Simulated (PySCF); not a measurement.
PySCF input for C3, SMILES [C]=C=[C] (connectivity only; charge and spin as stated), neutral, multiplicity 1, TDA-CAM-B3LYP/def2-TZVPD. The structure is a stationary point at PBE0-D3(BJ)/def2-TZVP. The isomer is the one that the SMILES or the coordinates give; other isomers of the formula were not compared.

```python
import numpy as np
from pyscf import gto, scf, dft, tdscf

mol = gto.M(
    atom='''
    C     0.00000000    0.00000000   -1.28831027
    C     0.00000000    0.00000000    0.00000000
    C     0.00000000    0.00000000    1.28831027
    ''',
    basis='def2-TZVPD',
    charge=0,
    spin=0,
    symmetry=True,
    symmetry_subgroup='D2h',
    max_memory=1600,
    verbose=4,
)
mf = dft.RKS(mol, xc='cam-b3lyp').density_fit(auxbasis='def2-universal-jkfit')
mf.grids.level = 3
mf.conv_tol = 1e-9
mf.max_cycle = 100
mf.kernel()
mf.grids = dft.Grids(mol).set(level=1).build(with_non0tab=True)  # coarser grid for the response kernel
td = tdscf.TDA(mf)
td.singlet = True
td.nstates = 10
td.conv_tol = 1e-4
td.kernel(x0=td.get_init_guess(mf, 15))
td.analyze()
tt = tdscf.TDA(mf)
tt.singlet = False
tt.nstates = 4
tt.conv_tol = 1e-4
tt.kernel(x0=tt.get_init_guess(mf, 9))
tt.analyze(verbose=3)
```

Output:

```
PySCF version 2.14.0

[INPUT] verbose = 4
[INPUT] num. atoms = 3
[INPUT] num. electrons = 18
[INPUT] charge = 0
[INPUT] spin (= nelec alpha-beta = 2S) = 0
[INPUT] symmetry True subgroup D2h
[INPUT] Mole.unit = angstrom
[INPUT] Symbol           X                Y                Z      unit          X                Y                Z       unit  Magmom
[INPUT]  1 C      0.000000000000   0.000000000000  -1.288310270000 AA    0.000000000000   0.000000000000  -2.434553573764 Bohr   0.0
[INPUT]  2 C      0.000000000000   0.000000000000   0.000000000000 AA    0.000000000000   0.000000000000   0.000000000000 Bohr   0.0
[INPUT]  3 C      0.000000000000   0.000000000000   1.288310270000 AA    0.000000000000   0.000000000000   2.434553573764 Bohr   0.0

nuclear repulsion = 36.9677631948087
point group symmetry = Dooh, use subgroup D2h
symmetry origin: [0. 0. 0.]
symmetry axis x: [1. 0. 0.]
symmetry axis y: [0. 1. 0.]
symmetry axis z: [0. 0. 1.]
num. orbitals of irrep Ag = 29
num. orbitals of irrep B1g = 7
num. orbitals of irrep B2g = 11
num. orbitals of irrep B3g = 11
num. orbitals of irrep Au = 5
num. orbitals of irrep B1u = 22
num. orbitals of irrep B2u = 13
num. orbitals of irrep B3u = 13
number of shells = 39
number of NR pGTOs = 156
number of NR cGTOs = 111
basis = def2-TZVPD
ecp = {}


[settings echo left out]
init E= -114.231359821599
HOMO (B1u) = -0.297987189974915  LUMO (B2g) = -0.149735880933764  gap/eV = 4.03412
cycle= 1 E= -113.998340659162  delta_E= 0.233  |g|= 0.262  |ddm|= 2.73
HOMO (B1u) = -0.422491824825965  LUMO (B3g) = -0.140131990615723  gap/eV = 7.68340
cycle= 2 E= -114.003682122244  delta_E= -0.00534  |g|= 0.211  |ddm|= 1.29
HOMO (B1u) = -0.409892144478615  LUMO (B2g) = -0.127005605633447  gap/eV = 7.69773
cycle= 3 E= -114.013535710645  delta_E= -0.00985  |g|= 0.0432  |ddm|= 0.235
HOMO (B1u) = -0.408778090089527  LUMO (B2g) = -0.122462234598836  gap/eV = 7.79105
cycle= 4 E= -114.013967906264  delta_E= -0.000432  |g|= 0.00477  |ddm|= 0.156
HOMO (B1u) = -0.410677157727218  LUMO (B2g) = -0.124053429069172  gap/eV = 7.79943
cycle= 5 E= -114.013976289798  delta_E= -8.38e-06  |g|= 0.000921  |ddm|= 0.0146
HOMO (B1u) = -0.410417586956385  LUMO (B3g) = -0.123838906903809  gap/eV = 7.79820
cycle= 6 E= -114.013976630422  delta_E= -3.41e-07  |g|= 0.000153  |ddm|= 0.00487
HOMO (B1u) = -0.41045029894028  LUMO (B2g) = -0.123863605805564  gap/eV = 7.79842
cycle= 7 E= -114.013976639538  delta_E= -9.12e-09  |g|= 1.12e-05  |ddm|= 0.00334
HOMO (B1u) = -0.410450951362755  LUMO (B2g) = -0.123863760476002  gap/eV = 7.79843
cycle= 8 E= -114.013976639582  delta_E= -4.39e-11  |g|= 1.17e-06  |ddm|= 0.000436
HOMO (B1u) = -0.410450802992841  LUMO (B2g) = -0.123863573018335  gap/eV = 7.79844
Extra cycle  E= -114.013976639582  delta_E= 8.53e-14  |g|= 1.06e-06  |ddm|= 9.94e-06
converged SCF energy = -114.013976639582
tot grids = 15544


******** <class 'pyscf.tdscf.rks.TDA'> for <class 'pyscf.df.df_jk.DFSymAdaptedRKS'> ********
nstates = 10 singlet
deg_eia_thresh = 1.000e-03
wfnsym = None
conv_tol = 0.0001
eigh lindep = 1e-12
eigh level_shift = 0
eigh max_cycle = 100


Excitation energies (eV)
[3.69019975 3.69019975 3.72668703 3.97923082 3.97923323 4.87757262
 4.87757262 8.94355052 9.5808837  9.79221403]

** Singlet excitation energies and oscillator strengths **
Excited State   1:  B2u      3.69020 eV    335.98 nm  f=0.0374
       9 -> 11       -0.70114
Excited State   2:  B3u      3.69020 eV    335.98 nm  f=0.0374
       9 -> 10       -0.70114
Excited State   3:   Au      3.72669 eV    332.69 nm  f=0.0000
       7 -> 10        0.49914
       8 -> 11       -0.49914
Excited State   4:  B1u      3.97923 eV    311.58 nm  f=0.0000
       7 -> 11        0.49925
       8 -> 10       -0.49925
Excited State   5:   Au      3.97923 eV    311.58 nm  f=0.0000
       7 -> 10        0.49925
       8 -> 11        0.49925
Excited State   6:  B2g      4.87757 eV    254.19 nm  f=0.0000
       6 -> 10       -0.70195
Excited State   7:  B3g      4.87757 eV    254.19 nm  f=0.0000
       6 -> 11       -0.70195
Excited State   8:  B1u      8.94355 eV    138.63 nm  f=0.6261
       6 -> 13       -0.18140
       7 -> 11       -0.20514
       8 -> 10       -0.20514
       9 -> 12       -0.60753
Excited State   9:  B1u      9.58088 eV    129.41 nm  f=1.1843
       6 -> 13        0.20133
       7 -> 11        0.35022
       8 -> 10        0.35022
       9 -> 12       -0.33502
       9 -> 14       -0.21488
       9 -> 22        0.11908
       9 -> 36       -0.10812
Excited State  10:  B2u      9.79221 eV    126.62 nm  f=0.1277
       7 -> 12        0.69527

** Transition electric dipole moments (AU) **
state          X           Y           Z        Dip. S.      Osc.
  1        -0.0000     -0.6428      0.0000      0.4132      0.0374
  2        -0.6428     -0.0000      0.0000      0.4132      0.0374
  3        -0.0000      0.0000      0.0000      0.0000      0.0000
  4         0.0000     -0.0000      0.0000      0.0000      0.0000
  5        -0.0000      0.0000     -0.0000      0.0000      0.0000
  6        -0.0000     -0.0000      0.0000      0.0000      0.0000
  7        -0.0000     -0.0000     -0.0000      0.0000      0.0000
  8         0.0000      0.0000      1.6904      2.8574      0.6261
  9         0.0000      0.0000     -2.2462      5.0454      1.1843
 10         0.0000      0.7296     -0.0000      0.5323      0.1277

** Transition velocity dipole moments (imaginary part, AU) **
state          X           Y           Z        Dip. S.      Osc.
  1        -0.0000      0.0364      0.0000      0.0013      0.0065
  2         0.0364     -0.0000      0.0000      0.0013      0.0065
  3        -0.0000      0.0000      0.0000      0.0000      0.0000
  4         0.0000      0.0000     -0.0000      0.0000      0.0000
  5        -0.0000      0.0000     -0.0000      0.0000      0.0000
  6        -0.0000     -0.0000      0.0000      0.0000      0.0000
  7        -0.0000      0.0000     -0.0000      0.0000      0.0000
  8         0.0000      0.0000      0.3019      0.0912      0.1849
  9        -0.0000      0.0000     -0.2548      0.0649      0.1230
 10         0.0000      0.2297     -0.0000      0.0528      0.0978

** Transition magnetic dipole moments (imaginary part, AU) **
state          X           Y           Z
  1        -0.0000      0.0000      0.0000
  2         0.0000      0.0000      0.0000
  3         0.0000      0.0000      0.0000
  4        -0.0000     -0.0000      0.0000
  5         0.0000      0.0000      0.0000
  6         0.0000     -1.4513      0.0000
  7         1.4513     -0.0000      0.0000
  8         0.0000      0.0000      0.0000
  9         0.0000     -0.0000     -0.0000
 10        -0.0000      0.0000     -0.0000


******** <class 'pyscf.tdscf.rks.TDA'> for <class 'pyscf.df.df_jk.DFSymAdaptedRKS'> ********
nstates = 4 triplet
deg_eia_thresh = 1.000e-03
wfnsym = None
conv_tol = 0.0001
eigh lindep = 1e-12
eigh level_shift = 0
eigh max_cycle = 100


Excitation energies (eV)
[2.25442024 2.25442024 2.83738134 3.04241393]

** Triplet excitation energies and oscillator strengths **
Excited State   1:  B2u      2.25442 eV    549.96 nm  f=0.0000
Excited State   2:  B3u      2.25442 eV    549.96 nm  f=0.0000
Excited State   3:  B1u      2.83738 eV    436.97 nm  f=0.0000
Excited State   4:  B2g      3.04241 eV    407.52 nm  f=0.0000
```

Self-consistency was reached.

Cost: very roughly 40 core-seconds.
